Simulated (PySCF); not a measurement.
Gas-phase reaction: 4 SiHI₃ ⇌ 3 SiI₄ + H₂ + SiH₂, at 1800 K and a standard pressure of 1 bar. Level: ωB97X-V/def2-TZVP†.

Computed with PySCF and rigid-rotor harmonic-oscillator thermochemistry at 1 bar. † marks an energy on the PBE0/def2-TZVP geometry and frequencies. All species are closed-shell singlets. I: scalar-relativistic def2 core potential, no spin-orbit coupling. The harmonic model lacks anharmonicity and excited electronic states, which grow with temperature; levels with a mode under 35 cm⁻¹ are left out. Soft modes under 120 cm⁻¹ make the harmonic entropy rough for SiHI₃, SiI₄.

| species | E (Ha) | H(1800 K) − E (kJ/mol) | S°(1800 K) (J/mol/K) |
|---|---|---|---|
| SiHI₃ | -1183.26810 | 199.6 | 550.6 |
| SiI₄ | -1480.40894 | 195.0 | 605.2 |
| H₂ | -1.17235 | 80.4 | 183.9 |
| SiH₂ | -290.56478 | 112.0 | 287.4 |
E: electronic energy; H − E holds the zero-point and thermal terms. 1 Ha = 2625.5 kJ/mol.

Q: Work out ΔH°, ΔS°, ΔG° and log10 K from these numbers.

A: 1. ΔE = 3×(-1480.40894) + 1×(-1.17235) + 1×(-290.56478) − 4×(-1183.26810) = 0.10845 Ha = 284.7 kJ.
2. Δ(H − E) = 3×(195.0) + 1×(80.4) + 1×(112.0) − 4×(199.6) = -21.0 kJ, so ΔH° = 263.7 kJ.
3. ΔS° = 3×(605.2) + 1×(183.9) + 1×(287.4) − 4×(550.6) = 84.5 J/K; the number of gas molecules changes by +1.
4. ΔG° = ΔH° − TΔS° = 263.7 − 1800×(84.5)/1000 = 111.6 kJ.
5. log10 K = −ΔG°/(RT ln 10) = -3.24, with RT ln 10 = 34.46 kJ/mol; at standard pressures the reactants are favoured.
6. A shift of 10 kJ in ΔE would move log10 K by 0.29 here.
7. Lowering the total pressure from 1 bar to 0.01 bar multiplies the mole-fraction quotient K_x = K (p/p°)^(−Δn) by 10^2, which pushes the balance towards the products.
For scale, ΔH°(298 K) is 267 kJ at this level, 245 kJ at ωB97M-V/def2-TZVP†, and runs from 239 to 398 kJ over the 17 levels computed.
